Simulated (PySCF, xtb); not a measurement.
Ga(F)3 anion (F3Ga), SMILES [F][Ga]([F])[F] (connectivity only; charge and spin as stated), charge -1, multiplicity 2.

Harmonic wavenumbers (cm⁻¹) from GFN2-xTB (xtb) at its own minimum, in rising order: 21, 43, 44, 270, 272, 292.

**Question.** What does B3LYP-D3(BJ)/def2-SVPD (PySCF 2.14.0) give at its own minimum? (The exact figures need the calculation; the answer reports its results.)

**Answer.** 166, 166, 214, 521, 539, 539. Paired by order, the mean absolute difference is 201 cm⁻¹ and the zero-point energies are 1.3 and 3.1 kcal/mol.
